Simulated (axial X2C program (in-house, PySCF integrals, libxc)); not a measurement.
**Spin–orbit effects down a group: molecules with Ni, PBE0**

All values come from calculations with an axial X2C code built on PySCF integrals, spin-free (one-electron X2C) or two-component (2c: spin–orbit coupling with atomic mean-field Coulomb and Gaunt terms, which also bring small scalar terms), in Dyall basis sets with cores contracted in-house; open shells are unrestricted.

Basis sets: As dyall-cv3z, Ni dyall-cv3z, P dyall-v3z, Sb dyall-cv3z.

```tsv
molecule	spin-free state	Re (Å)	ωe (cm⁻¹)	De (eV)	2c state	Re 2c (Å)	ωe 2c (cm⁻¹)	De 2c (eV)
NiP	M_S = 3/2, Λ = 2	2.092	409.7	2.19	Ω = 7/2	2.093	409.5	n/a
NiAs	M_S = 3/2, Λ = 2	2.197	302.7	1.98	Ω = 7/2	2.198	302.3	n/a
NiSb	M_S = 3/2, Λ = 2	2.388	252.6	1.83	Ω = 7/2	2.390	251.6	n/a
```

Task: Work out the shifts from the spin-free to the two-component result.

Result: 

| molecule | 2c state | ΔRe (Å) | Δωe (cm⁻¹) | ΔDe (eV) |
| --- | --- | --- | --- | --- |
| NiP | Ω = 7/2 | 0.001 | -0.2 | n/a |
| NiAs | Ω = 7/2 | 0.001 | -0.4 | n/a |
| NiSb | Ω = 7/2 | 0.002 | -1.0 | n/a |

Shifts of one unit in the last digit are rounding.

Each entry is the lowest single determinant of a limited PBE0 search at one distance. De goes to single-determinant-based atoms at the same level (for ions the charge split of lowest energy) and is withheld (n/a) where an atom does not fit its ground term or J level. Main or longest-lived isotopes. One determinant is a doubtful description, or other states lie close, for NiP, NiAs, NiSb; these need not be ground states, and all values refer to the states named. With several unpaired electrons the Ω given is that of one determinant, not necessarily of the lowest component. The functionals have no current term, which raises determinants with orbital currents.
